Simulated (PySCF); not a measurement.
Two species compared at the same levels of theory.

First species: C6H11F3.
Numbering: `[CH3:1][CH:2]([CH3:3])[C@@:4]([CH3:5])([F:6])[CH:7]([F:8])[F:9]` (hydrogens: H10, H11, H12 on C1; H13 on C2; H14, H15, H16 on C3; H17, H18, H19 on C5; H20 on C7)

Second species: C8H10P2.
Geometry (GFN2-xTB, Å), atoms numbered from 1 in this order:
```
atom  x, y, z in Å
C1    -0.2316    2.0587   -0.8236
C2     0.6878    1.0256   -0.2260
P3     2.3846    1.4325   -0.3970
C4     3.2035    0.1135    0.3717
C5     2.6582   -0.9897    0.9742
P6     0.9889   -1.4235    1.1387
C7     0.1384   -0.0993    0.3631
C8    -1.3500   -0.2191    0.3735
C9    -2.0544   -0.8135   -0.8175
C10   -2.0301   -1.5488    0.4856
H11   -0.8219    2.5432   -0.0449
H12   -0.9231    1.6025   -1.5307
H13    0.3469    2.8245   -1.3391
H14    4.2863    0.1997    0.3638
H15    3.3416   -1.7102    1.4151
H16   -1.8492    0.6201    0.8475
H17   -2.9807   -0.3661   -1.1463
H18   -1.4432   -1.1961   -1.6219
H19   -2.9410   -1.6080    1.0615
H20   -1.4161   -2.4352    0.5494
```

Levels: PBE0/pcSseg-1 for dipole moment, HOMO energy, LUMO energy and HOMO–LUMO gap; GFN2-xTB for rotational constant A and rotational constant C. Geometries: GFN2-xTB. Each species is one conformer at its optimised geometry, gas phase, non-relativistic unless stated. Electronic properties by PySCF.

Dipoles, sizes and rotational constants follow the conformer. The torsions of the flexible species, by atom-mapped SMILES:
- `[CH3:1][CH:2]([CH3:3])[C@@:4]([CH3:5])([F:6])[CH:7]([F:8])[F:9]`: C1–C2–C4–C5 -57°, C2–C4–C7–F8 48°
- `[CH3:1][c:2]1[p:3][cH:4][cH:5][p:6][c:7]1[CH:8]1[CH2:9][CH2:10]1`: P6–C7–C8–C9 -95°

| property | column X | column Y |
| --- | --- | --- |
| dipole moment | 1.19 D | 1.77 D |
| HOMO energy | -6.77 eV | -8.99 eV |
| LUMO energy | -2.19 eV | 1.42 eV |
| HOMO–LUMO gap | 4.58 eV | 10.41 eV |
| rotational constant A | 1.578 GHz | 2.239 GHz |
| rotational constant C | 0.586 GHz | 1.088 GHz |

(1) Which column belongs to which species?

(2) How does each property change from the first species to the second?

## Answers

(1) Column X is the second species and column Y the first. The first has 20 atoms and 74 electrons, the second 20 and 88.

(2) dipole moment -0.58 D; HOMO energy +2.22 eV; LUMO energy -3.61 eV; HOMO–LUMO gap -5.83 eV; rotational constant A -0.661 GHz; rotational constant C -0.502 GHz.

On the first: The dipole equals about 5.9 × 10⁻³⁰ C·m (1 D = 3.33564 × 10⁻³⁰ C·m).

On the second: In atomic units the dipole is 0.47 e·bohr (1 au = 2.5417 D). A dipole of 1.19 D is allowed in C1, and pure rotational transitions are dipole-allowed.
